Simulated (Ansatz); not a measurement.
Molecular dynamics, step by step

AsH5, closed shell, r2SCAN-D4/6-31G (Ansatz 0.2.0). Settings (timestep in fs, temperature in K; T counts 12 degrees of freedom):

```yaml
hamiltonian: {xc: r2scan, dispersion: d4}
md: {n_steps: 40, timestep: 0.25, temperature: 1000, ensemble: nve, seed: 801, initial_velocities: maxwell_boltzmann}
```

Start:

```csv
atom,x (Å),y (Å),z (Å)
H1,0.3808,0.4216,-2.5585
H2,-0.1030,-0.1082,-2.3515
As3,-0.4411,-0.4858,0.9150
H4,-0.3643,-0.4054,2.4329
H5,1.0736,-0.4483,0.7798
H6,-0.5458,1.0262,0.7824
```

```tsv
step	time (fs)	potential energy less the start (meV)	kinetic energy (meV)	T (K)
0	0.00	0.0	517.0	1000
2	0.50	18.0	499.1	965
4	1.00	48.2	469.0	907
6	1.50	83.2	434.2	840
8	2.00	115.8	401.6	777
10	2.50	141.7	375.8	727
12	3.00	159.9	357.5	692
14	3.50	172.7	344.7	667
16	4.00	183.9	333.4	645
18	4.50	196.1	321.2	621
20	5.00	208.9	308.5	597
22	5.50	219.8	297.6	576
24	6.00	228.0	289.3	560
26	6.50	236.4	280.8	543
28	7.00	250.0	267.2	517
30	7.50	271.7	245.5	475
32	8.00	300.2	217.1	420
34	8.50	330.0	187.4	362
36	9.00	354.7	162.8	315
38	9.50	368.9	148.6	287
40	10.00	370.4	147.1	284
```

Step 4, positions (Å) and forces (eV/Å):

```
atom       x       y       z      Fx      Fy      Fz
  H1   0.387   0.438  -2.601  -0.569  -0.629   0.265
  H2  -0.104  -0.104  -2.365   0.573   0.633  -0.272
 As3  -0.440  -0.485   0.917  -0.615  -0.775  -0.608
  H4  -0.411  -0.399   2.408   0.111  -0.024   0.736
  H5   1.056  -0.486   0.753   0.504   0.066   0.025
  H6  -0.571   0.996   0.780  -0.005   0.727  -0.145
```

Step 8, positions (Å) and forces (eV/Å):

| atom | x | y | z | Fx | Fy | Fz |
| --- | --- | --- | --- | --- | --- | --- |
| H1 | 0.387 | 0.448 | -2.642 | -0.678 | -0.756 | 0.356 |
| H2 | -0.100 | -0.094 | -2.381 | 0.681 | 0.759 | -0.359 |
| As3 | -0.439 | -0.485 | 0.918 | -0.928 | -1.241 | -0.988 |
| H4 | -0.457 | -0.394 | 2.389 | 0.221 | -0.031 | 1.107 |
| H5 | 1.042 | -0.522 | 0.726 | 0.665 | 0.155 | 0.114 |
| H6 | -0.597 | 0.973 | 0.775 | 0.039 | 1.114 | -0.230 |

Step 28, positions (Å) and forces (eV/Å):

```json
{"atom": "H1", "x": "0.363", "y": "0.470", "z": "-2.833", "Fx": "0.178", "Fy": "0.204", "Fz": "-0.153"}
{"atom": "H2", "x": "-0.052", "y": "-0.014", "z": "-2.471", "Fx": "-0.178", "Fy": "-0.205", "Fz": "0.160"}
{"atom": "As3", "x": "-0.436", "y": "-0.485", "z": "0.923", "Fx": "-1.310", "Fy": "-0.523", "Fz": "-0.453"}
{"atom": "H4", "x": "-0.636", "y": "-0.371", "z": "2.447", "Fx": "0.737", "Fy": "-0.049", "Fz": "-0.118"}
{"atom": "H5", "x": "1.062", "y": "-0.666", "z": "0.630", "Fx": "0.007", "Fy": "0.609", "Fz": "0.640"}
{"atom": "H6", "x": "-0.704", "y": "1.012", "z": "0.718", "Fx": "0.566", "Fy": "-0.036", "Fz": "-0.076"}
```

Last step (40):

```tsv
atom	x (Å)	y (Å)	z (Å)
H1	0.3644	0.5001	-2.9585
H2	-0.0382	0.0163	-2.5138
As3	-0.4357	-0.4864	0.9251
H4	-0.6676	-0.3622	2.5023
H5	1.0912	-0.6909	0.6366
H6	-0.7147	1.0653	0.6692
```

Hardware: 2 CPU threads of an Arm Neoverse V1, shared host. Wall time about 35 s.
